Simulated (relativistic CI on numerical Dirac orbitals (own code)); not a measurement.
# L2,3 absorption of iron in several valence states

Computed multiplet spectra 2p⁶3dⁿ → 2p⁵3dⁿ⁺¹ (Dirac-Coulomb-Breit ions, Slater integrals scaled by 0.7, an assumed crystal field that grows with the charge, no charge transfer; 300 K; Lorentzian 0.4 eV and Gaussian 0.3 eV FWHM at both edges, so that L2 comes out sharper than in experiment). Peaks over 5 % are given in eV from the highest peak in the L3 region of each spectrum (height, largest 100). S of the lowest state is read from ⟨S²⟩, and the branching ratio is the share of L3, cut at the minimum between the edges.

Field parameters in Wybourne normalisation: Oh B⁴₀ = 21Dq, B⁴₄ = √(5/14) B⁴₀. The field is a parameter set, without covalency.

- Fe2+ (d6, Oh, 10Dq = 12300 cm⁻¹): S = 2.00, high spin, branching ratio 0.76; peaks -1.9 (26), -1.3 (32), 0.0 (100), 1.2 (54), 2.6 (18), 3.8 (9), 11.4 (13), 12.7 (29), 15.5 (8)
- Fe4+ (d4, Oh, 10Dq = 19500 cm⁻¹): S = 1.95, high spin, branching ratio 0.68; peaks -2.4 (53), 0.0 (100), 1.3 (58), 8.4 (14), 9.8 (40), 10.7 (20), 12.1 (24), 13.3 (29), 14.5 (12)
- Fe5+ (d3, Oh, 10Dq = 23100 cm⁻¹): S = 1.50, branching ratio 0.60; peaks -3.4 (24), -1.9 (49), 0.0 (100), 1.1 (83), 3.7 (16), 5.3 (8), 9.6 (38), 10.9 (99), 12.2 (39), 13.6 (60), 15.2 (7)

What spin state follows for Fe3+ in Oh, 10Dq = 15900 cm⁻¹, and does its branching ratio lie nearer 2/3 or nearer 0.8?

Fe3+ (d5, Oh, 10Dq = 15900 cm⁻¹): S = 2.50, high spin, branching ratio 0.76; peaks -2.0 (36), 0.0 (100), 1.3 (24), 3.3 (8), 4.3 (5), 11.0 (15), 13.0 (20), 14.3 (15). High-spin states, above all those with an unquenched orbital moment, raise the ratio above the statistical 2/3; low spin and nearly empty shells keep it near or below 2/3.

The centroid of the whole edge, which also moves with the branching ratio, lies at 713.0 (Fe2+), 716.0 (Fe3+), 720.0 (Fe4+), 725.4 (Fe5+) eV in this ionic model, in steps of 3.0 to 5.4 eV. Compounds show about 1 to 2 eV a unit and lower energies for the high valences, since ligands screen the charge. The multiplet shape follows the d count and the spin state, and so serves as a fingerprint of valence.
